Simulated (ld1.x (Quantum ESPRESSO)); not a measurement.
**carbon (C): what ld1.x (Quantum ESPRESSO) 7.5 does with a changed input**

Command:

```bash
ld1.x < C.in > C.out
```

Input:

```
&input
   title='C', zed=6., rel=1, dft='PZ', iswitch=3, isic=1,
   config='[He] 2s2 2p1 3d-2',
   nld=3, rlderiv=3.00, eminld=-4.0, emaxld=5.0, deld=0.02
 /
 &inputp
   pseudotype=1, tm=.true., lloc=1,
   nlcc=.false.,
   file_pseudopw='C.pp', file_wfcaegen='ae.wfc', file_wfcncgen='nc.wfc'
 /
3
2S  1  0   2.00   0.00  1.30  1.30  0.0
3D  3  2  -2.00   0.45  2.10  2.10  0.0
2P  2  1   1.00   0.00  2.75  2.75  0.0
 &test
   configts(1)='2s2 2p1'
 /
```

This is an input that runs to its end, with one change: self-interaction correction asked for in a generation.

Problem. How does the run end?

Solution. The program refuses the input: "ld1_readin: SIC available with all-electron only".

```
Program LD1 v.7.5

 %%%%%%%%%%%%%%%%%%%%%%%%%%%%%%%%%%%%%%%%%%%%%%%%%%%%%%%%%%%%%%%%%%%%%%%%%%%%%%
     Error in routine ld1_readin (1):
     SIC available with all-electron only
 %%%%%%%%%%%%%%%%%%%%%%%%%%%%%%%%%%%%%%%%%%%%%%%%%%%%%%%%%%%%%%%%%%%%%%%%%%%%%%

     stopping ...
```
